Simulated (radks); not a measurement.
Species: Cd V. Configuration: [Kr] 4d8. Calculated with a radial shooting solver on a logarithmic mesh with Libxc functionals: scalar-relativistic Kohn-Sham, Slater X-alpha with alpha = 0.667, spin-unpolarised, spherical densities, point nucleus. Some entries of the table are withheld. Estimate them.

orbital  occ.  eigenvalue (Ry)  <r^2> (bohr^2)
1s          2        -1951.093        0.001252
2s          2              (1)             (2)
2p          6              (3)         0.01612
3s          2        -57.75111          0.1474
3p          6        -48.06309             (4)
3d         10        -32.85738          0.1335
4s          2        -11.57994          0.8584
4p          6         -8.68804           1.017
4d          8         -4.48098           1.571

Answer. 
(1) 2s eigenvalue (Ry): -293.0616
(2) 2s <r^2> (bohr^2): 0.02047
(3) 2p eigenvalue (Ry): -263.5262
(4) 3p <r^2> (bohr^2): 0.1484
